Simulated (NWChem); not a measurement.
# C2H3O2, doublet; SMILES CC([O])=O

All runs: NWChem. Pople sets run with spherical d functions. Spin-unrestricted. The geometry was optimised at PBE0/def2-SVP, spin-unrestricted. No stability test was run on the SCF state.

**Question.** What does the run give for TPSSh/6-31G*? Quantities: highest occupied level (eV); lowest empty minus highest occupied level, either spin (eV); dipole (D); <S²>.

**Answer.** The highest occupied level (eV) is -7.58 and the lowest empty minus highest occupied level, either spin (eV) comes out as 2.53. The dipole (D) is 3.06 and the <S²> is 0.755.
